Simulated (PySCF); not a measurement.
Compound: (F)3Sn-S-SiH3.
Bonds: Sn1–F2, Sn1–F3, Sn1–F4, Sn1–S5, S5–Si6. Hydrogens: H7, H8, H9 on Si6.

Computed, not measured: PySCF, PBE0-D3(BJ)/def2-SVP geometry optimisation, gas phase, def2 core potentials past Kr.

**Question.** How far are the bound atoms from Sn1?

**Answer.** 4 atoms: F3 1.913 Å, F4 1.915 Å, F2 1.924 Å, S5 2.358 Å. The nearest atom not counted as bound is Si6, at 3.40 Å.

**Question.** List the angles at Sn1.

**Answer.** 
| angle | degrees | distance of the outer atoms (Å) |
| --- | --- | --- |
| F3–Sn1–S5 | 116.1 | 3.63 |
| F4–Sn1–S5 | 116.0 | 3.63 |
| F2–Sn1–F3 | 107.6 | 3.10 |
| F2–Sn1–S5 | 106.5 | 3.44 |
| F2–Sn1–F4 | 105.6 | 3.06 |
| F3–Sn1–F4 | 104.3 | 3.02 |

**Question.** What is the shape at Sn1?

**Answer.** Distorted tetrahedral: angles from 104.3° to 116.1°; τ4 = (360° − α − β)/141° = 0.91 with α and β the two widest (0 for a square, 1 for a tetrahedron).

**Question.** What are the other bond lengths?

**Answer.** S5–Si6 2.191 Å; Si6–H7, Si6–H8, Si6–H9 1.486 Å.

**Question.** Give some angles away from the centre.

**Answer.** Sn1–S5–Si6 96.6°.

**Question.** What are the rotational constants (commonest isotopes, rigid rotor)?

**Answer.** A = 2329, B = 910.3, C = 851.5 MHz: a near-prolate asymmetric top.

Point group: C1 (no symmetry element, even within 0.4 Å). Charge 0, singlet. Not checked by PBE0-D3(BJ)/def2-SVP frequencies.
